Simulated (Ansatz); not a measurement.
Computed with Ansatz on PBE0-D4/def2-TZVP structures; ΔE is electronic, products minus reactants. CCSD(T)/CBS adds triple-zeta CCSD(T) − MP2 to the extrapolated MP2 energy (def2 sets, frozen cores). This one scheme is used for every species. Functionals use def2-TZVPP. B3LYP here is the variant with VWN-RPA as its local correlation; programs differ in this. For Ge outer-core shells are correlated without core-valence functions, which leaves a few kJ/mol of doubt a bond. Scalar relativity is left out up to krypton. One conformer a species, not always the lowest.

Reaction (cleavage of the Si–Si bond): `[SiH3][SiH2][NH][GeH3]` + `[SiH3]P` → `[SiH3]P[SiH3]` + `[SiH3][NH][GeH3]`

```tsv
level	ΔE (kJ/mol)
ωB97M-V	-31.7
B3LYP	-23.9
```

(1) What does CCSD(T)/CBS give? (Estimate.)

Largest T1 diagnostic among the species: 0.013.

## Answers

(1) Ansatz gave: -30.8 kJ/mol. The listed levels differ from it by -0.9, 6.9 kJ/mol.

Leaving LDA and LC-ωPBE aside and taking each functional with its dispersion term where it has one, the values, not all of them listed here, spread over 8.4 kJ/mol, from ωB97M-V to PBE-D4. From PBE to PBE0 (25 % exact exchange), in def2-TZVPP and without D4, ΔE moves by −3.3 kJ/mol. At CCSD(T), def2-SVP lies +5.1 kJ/mol from the extrapolated value and def2-TZVPP +2.2 kJ/mol.
